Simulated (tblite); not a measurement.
C₃H₉BSi.
Atom-mapped SMILES: `[BH2:1][C@@H:2]1[SiH2:3][C@@H:4]1[CH3:5]` (hydrogens: H6, H7 on B1; H8 on C2; H9, H10 on Si3; H11 on C4; H12, H13, H14 on C5)

Computed with GFN2-xTB (tblite), gas phase: L-BFGS steps from a force-field or distance-geometry start until the largest atomic force falls under 0.01 eV/Å.

Step 47: E = -378.6017 eV
```
atom  x, y, z in Å  |  force x, y, z in eV/Å
B1      1.5552   -0.4629    0.9479    0.011   0.020  -0.003
C2      0.9651    0.3264   -0.2080    0.031  -0.026  -0.006
Si3    -0.3846    1.6039    0.3028   -0.015   0.012  -0.003
C4     -0.4283    0.1063   -0.8292    0.040  -0.022   0.011
C5     -1.1775   -1.1540   -0.4666   -0.036   0.008  -0.005
H6      0.9236   -1.2227    1.5796   -0.007   0.025  -0.020
H7      2.6769   -0.2877    1.2464    0.010   0.011  -0.015
H8      1.6638    0.7735   -0.9104    0.015  -0.005   0.007
H9     -0.2886    2.9343   -0.2810    0.010  -0.019   0.012
H10    -0.9589    1.5257    1.6329   -0.029  -0.010   0.006
H11    -0.4439    0.2849   -1.9025    0.011  -0.018   0.028
H12    -0.6534   -2.0332   -0.8439    0.000   0.039  -0.010
H13    -2.1751   -1.1362   -0.8999   -0.049  -0.018  -0.017
H14    -1.2747   -1.2589    0.6096    0.007   0.001   0.015
```

Step 48: E = -378.6021 eV
```
atom  x, y, z in Å  |  force x, y, z in eV/Å
B1      1.5567   -0.4623    0.9471    0.014   0.019   0.015
C2      0.9661    0.3269   -0.2083    0.028  -0.025  -0.003
Si3    -0.3849    1.6038    0.3042   -0.012  -0.026  -0.014
C4     -0.4264    0.1062   -0.8298    0.014  -0.027   0.017
C5     -1.1780   -1.1535   -0.4672   -0.033   0.012   0.007
H6      0.9221   -1.2177    1.5815    0.000   0.022  -0.020
H7      2.6796   -0.2895    1.2442   -0.003   0.008  -0.019
H8      1.6651    0.7728   -0.9107    0.015   0.004   0.002
H9     -0.2901    2.9333   -0.2798    0.012  -0.006   0.011
H10    -0.9627    1.5220    1.6336   -0.020  -0.007  -0.009
H11    -0.4416    0.2829   -1.9034    0.012  -0.008   0.030
H12    -0.6553   -2.0344   -0.8439   -0.007   0.052  -0.008
H13    -2.1767   -1.1341   -0.8993   -0.027  -0.017  -0.013
H14    -1.2745   -1.2570    0.6096    0.007  -0.003   0.004
```

Step 49: E = -378.6025 eV
```
atom  x, y, z in Å  |  force x, y, z in eV/Å
B1      1.5583   -0.4613    0.9467    0.015   0.016   0.027
C2      0.9677    0.3267   -0.2087    0.017  -0.017   0.000
Si3    -0.3853    1.6030    0.3052   -0.006  -0.056  -0.018
C4     -0.4242    0.1056   -0.8302   -0.015  -0.023   0.020
C5     -1.1792   -1.1526   -0.4675   -0.023   0.012   0.016
H6      0.9209   -1.2129    1.5826    0.006   0.017  -0.016
H7      2.6820   -0.2900    1.2425   -0.009   0.005  -0.018
H8      1.6667    0.7722   -0.9112    0.013   0.010  -0.002
H9     -0.2912    2.9321   -0.2783    0.013   0.005   0.009
H10    -0.9661    1.5177    1.6339   -0.011  -0.005  -0.023
H11    -0.4391    0.2808   -1.9039    0.012   0.000   0.025
H12    -0.6577   -2.0344   -0.8440   -0.012   0.052  -0.007
H13    -2.1789   -1.1325   -0.8991   -0.002  -0.010  -0.006
H14    -1.2744   -1.2550    0.6097    0.002  -0.007  -0.006
```

Question: Estimate the geometry and energy of step 50. (The exact step hangs on the optimiser's Hessian estimate; all steps are aligned on step 49, rigid shifts and turns removed.)

Answer: E = -378.6028 eV, largest force 0.064 eV/Å
```
atom  x, y, z in Å  |  force x, y, z in eV/Å
B1      1.5601   -0.4597    0.9469    0.012   0.012   0.027
C2      0.9700    0.3257   -0.2097   -0.001  -0.005   0.001
Si3    -0.3855    1.6008    0.3057    0.003  -0.062  -0.016
C4     -0.4219    0.1043   -0.8307   -0.037  -0.013   0.017
C5     -1.1812   -1.1512   -0.4676   -0.009   0.006   0.019
H6      0.9199   -1.2078    1.5836    0.010   0.010  -0.008
H7      2.6842   -0.2894    1.2408   -0.006   0.003  -0.011
H8      1.6688    0.7719   -0.9120    0.007   0.010  -0.003
H9     -0.2925    2.9306   -0.2757    0.015   0.011   0.007
H10    -0.9695    1.5123    1.6333   -0.004  -0.004  -0.032
H11    -0.4360    0.2786   -1.9042    0.009   0.005   0.015
H12    -0.6609   -2.0332   -0.8439   -0.013   0.035  -0.010
H13    -2.1816   -1.1305   -0.8989    0.018   0.000   0.003
H14    -1.2746   -1.2530    0.6100   -0.006  -0.008  -0.010
```

The energy changes by -0.0004 eV. The first-order estimate −F·Δx gives -0.0005 eV and the mean of the old and new forces, exact on a quadratic surface, -0.0004 eV. The step makes an angle of 68° with the force vector and moves no atom by more than 0.006 Å.

What follows is the cost of the whole relaxation. Hardware: one thread of an Arm Neoverse N1, shared host with 64 logical CPUs at a one-minute load of 60. Cost: 0.58 s.
